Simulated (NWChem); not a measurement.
System: SiHBr, singlet; SMILES [SiH]Br

```xyz
3

Si     0.0718    -1.5856     0.0000
H     -1.4732    -1.7366     0.0000
Br     0.0134     0.6839     0.0000
```
Atoms are numbered in this order, from 1.

Computed with NWChem. Medium grid unless said otherwise, to which SCAN and Minnesota functionals are sensitive. Low-valent species are run as closed-shell singlets; no triplet was tried in these runs. All runs use the structure optimised with PBE-D3(BJ)/def2-SVP.

For level RPBE/def2-TZVP:

```yaml
highest occupied level (eV): -5.91
orbital gap (eV): 2.04
dipole (D): 0.90
```

Q: What are these values for level M06/def2-TZVP?

A: The highest occupied level (eV) comes out as -6.99 and the orbital gap (eV) is 4.02. The dipole (D) comes out as 1.23.
